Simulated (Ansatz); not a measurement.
Consider the redistribution: `COB(C)O[SiH3]` + `[CH3][Al]([OH])[OH]` → `[OH][Al]([OH])[SiH3]` + `COB(C)OC`.

Isolated molecules relaxed with PBE0-D4/def2-TZVP in Ansatz; ΔE leaves out vibrations. CCSD(T)/CBS adds triple-zeta CCSD(T) − MP2 to the extrapolated MP2 energy (def2 sets, frozen cores). DFT in def2-TZVPP. B3LYP here is the variant with VWN-RPA as its local correlation; programs differ in this. One conformer a species, not always the lowest.

`COB(C)O[SiH3]`:

```xyz
15

C    -0.588   -0.865   -2.287
O     0.364   -1.086   -1.268
B     0.373   -0.392   -0.104
C     1.476   -0.722    0.965
O    -0.579    0.577    0.104
Si   -0.874    1.598    1.358
H    -1.200    0.016   -2.089
H    -0.059   -0.735   -3.233
H    -1.237   -1.741   -2.369
H     2.081    0.163    1.189
H     1.023   -1.031    1.913
H     2.145   -1.516    0.633
H    -2.056    2.412    0.991
H    -1.161    0.833    2.601
H     0.292    2.488    1.596
```

`[CH3][Al]([OH])[OH]`:

```xyz
9

C    -0.959    0.839   -0.823
Al    0.257   -0.233    0.230
O     1.896    0.205    0.275
O    -0.347   -1.577    1.074
H    -0.694    0.802   -1.884
H    -1.991    0.496   -0.721
H    -0.916    1.890   -0.524
H     2.581   -0.253    0.757
H     0.171   -2.168    1.616
```

`[OH][Al]([OH])[SiH3]`:

```xyz
9

O    -1.629    1.331    0.275
Al   -0.073    0.672    0.163
O     1.347    1.567    0.395
Si    0.155   -1.688   -0.380
H    -1.851    2.239    0.470
H     1.411    2.497    0.600
H     0.624   -1.857   -1.785
H    -1.137   -2.413   -0.242
H     1.154   -2.349    0.505
```

`COB(C)OC`:

Cartesian coordinates in Å:
```
C -0.369 0.693 -1.880
O -0.205 0.753 -0.483
B 0.101 -0.359 0.251
C 0.296 -1.788 -0.370
O 0.240 -0.201 1.595
C 0.071 1.068 2.192
H 0.546 0.359 -2.378
H -1.185 0.020 -2.161
H -0.611 1.697 -2.231
H -0.606 -2.122 -0.894
H 0.537 -2.526 0.395
H 1.099 -1.794 -1.114
H -0.935 1.459 2.018
H 0.231 0.951 3.264
H 0.791 1.791 1.798
```

Is it downhill or uphill in electronic energy at CCSD(T)/CBS, and by how much? (Best estimate.)

Computed: Uphill: ΔE = +1.87 eV.

What do these levels give: PBE-D4, PBE0-D4, ωB97X-V, B2PLYP, PBE, B3LYP, HF/def2-TZVPP, MP2/def2-TZVPP, SCS-MP2/def2-TZVPP, CCSD(T)/def2-TZVPP, HF/def2-QZVPP, HF/CBS(def2)? (Estimate.)

Ansatz gave: PBE-D4 1.60, PBE0-D4 1.69, ωB97X-V 1.77, B2PLYP 1.87, PBE 1.59, B3LYP 1.80, HF/def2-TZVPP 1.93, MP2/def2-TZVPP 1.98, SCS-MP2/def2-TZVPP 1.94, CCSD(T)/def2-TZVPP 1.83, HF/def2-QZVPP 1.95, HF/CBS(def2) 1.95 eV.

Largest T1 diagnostic among the species: 0.013.

From PBE to PBE0 (25 % exact exchange), in def2-TZVPP and without D4, ΔE moves by +0.09 eV.
